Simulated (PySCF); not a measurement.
## Telling isomers of C₈H₇Cl apart by NMR

Level of theory: GIAO PBE0/pcSseg-1 shieldings, structure optimised with GFN2-xTB, in PySCF (non-relativistic, in vacuum, averaged over atoms made equivalent by symmetry, fast rotation or ring inversion, single conformer).

Scale: 1H (σref 31.72) and 13C (σref 186.93) against TMS (reference shieldings calculated alike). Where no couplings were computed, multiplicities follow the n + 1 count of equivalent neighbours, and m marks all less simple cases (inequivalent or close neighbours, rings, F or P nearby). Shifts are as computed. Against solution values, carbons near 30 ppm lie about +3 ppm off and those near 130 ppm about +5 ppm; carbons on Cl a further +6 ppm. Of 1211 compounds with measured shifts, 218 miss one by over three times the rms of a fit or turn the order of signals round; such compounds aren't used in these exercises. Carbons bonded to Cl come out too deshielded.

(1) Tabulate the signals of `Clc1cccc2c1CC2`, `C=Cc1cccc(Cl)c1` and their relative energies.

(2) What is the quickest way to tell Clc1cccc2c1CC2 from C=Cc1cccc(Cl)c1?

## Answers

(1) 
| SMILES | carbon types | δC | δH | E rel. (kcal/mol) |
| --- | --- | --- | --- | --- |
| Clc1cccc2c1CC2 | 3×C 3×CH 2×CH2 | 152.9, 148.2, 139.0, 134.0, 133.5, 125.7, 29.7, 29.7 | 7.46 (m, 1H), 7.43 (m, 1H), 7.19 (d, 1H), 3.30 (m, 2H), 3.22 (m, 2H) | 6.8 |
| C=Cc1cccc(Cl)c1 | 2×C 5×CH 1×CH2 | 146.6, 143.7, 143.4, 135.4, 134.2, 133.7, 128.5, 120.4 | 8.03 (s, 1H), 7.53 (m, 1H), 7.43 (m, 1H), 7.16 (d, 1H), 6.79 (m, 1H), 6.32 (m, 1H), 5.71 (m, 1H) | 0.0 |

Energies are electronic energies at PBE0/pcSseg-1 on these geometries, without zero-point or thermal terms, each for the one conformer computed, which needn't be the lowest.

(2) Both give the same number of carbon signals, but DEPT or the intensities differ. The first has an sp3 CH2 on an aromatic ring at 29.7 ppm, the second a terminal =CH2 carbon at 120.4 ppm. Their most deshielded carbons lie at 152.9 and 146.6 ppm. In the proton spectra the most deshielded non-exchanging signals are 7.46 (m, 1H) and 8.03 (s, 1H).
